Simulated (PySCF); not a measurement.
Two-component Hartree-Fock for Dy²⁴⁺ (dysprosium, charge +24)

Start: [Kr] 4d6; 4d3/2 filled at m_j = -3/2, -1/2, +1/2, +3/2; 4d5/2 filled at m_j = +3/2, +5/2. Calculated with PySCF 2.14 in an even-tempered Gaussian basis (17 s from 1.8 bohr⁻², ratio 2.8; 14 p from 2.3 bohr⁻², ratio 2.8; 9 d from 2.3 bohr⁻², ratio 2.8; 4 f from 10 bohr⁻², ratio 3): generalised Hartree-Fock with the X2C-1e Hamiltonian and a Gaussian nucleus; spin-orbit coupling (SO) screened by Boettger's factors.

| spinor shell | electrons | ε, screened SO (eV) | weight of nominal j (screened SO) | rms radius, screened SO (bohr) |
| --- | --- | --- | --- | --- |
| 1s1/2 | 2 | -54802.2 | 1.000 | 0.0240 |
| 2s1/2 | 2 | -9880.4 | 1.000 | 0.0971 |
| 2p1/2 | 2 | -9417.4 | 1.000 | 0.0830 |
| 3s1/2 | 2 | -2827.2 | 1.000 | 0.250 |
| 3p1/2 | 2 | -2626.6 | 1.000 | 0.241 |
| 3p3/2 | 4 | -2453.3 | 1.000 | 0.254 |
| 3d3/2 | 4 | -2114.1 | 0.997 | 0.225 |
| 3d5/2 | 6 | -2073.5 | 0.998 | 0.229 |
| 4s1/2 | 2 | -1107.9 | 1.000 | 0.530 |
| 4p1/2 | 2 | -1026.8 | 0.985 | 0.535 |
| 4p3/2 | 4 | -971.49 | 0.992 | 0.559 |
| 4d3/2 | 4 | -839.87 | 0.881 | 0.564 |
| 4d5/2 | 2 | -829.88 | 0.871 | 0.570 |

Question: Where does 2p3/2 lie, and what is the 2p spin-orbit splitting (screened SO)?

Answer: At -8610.3 eV, 807.07 eV above 2p1/2.

```tsv
quantity	screened SO
E (hartree)	-11905.01165
M_J	4
⟨J²⟩	20.036
⟨L²⟩	9.401
⟨S²⟩	4.209
```

Each row is a mean over spinors that exchange with the open shell spreads, by up to 21.269 eV (4p3/2).

Rows whose weight is well below 1 are mixtures of j = l ± 1/2: exchange outweighs spin-orbit coupling there, and the label is only the starting occupation.

Breit and QED terms are absent; they matter most for the inner s and p1/2 levels.

Densities and radii are taken from the X2C orbitals without a picture-change correction, which distorts them close to the nucleus.
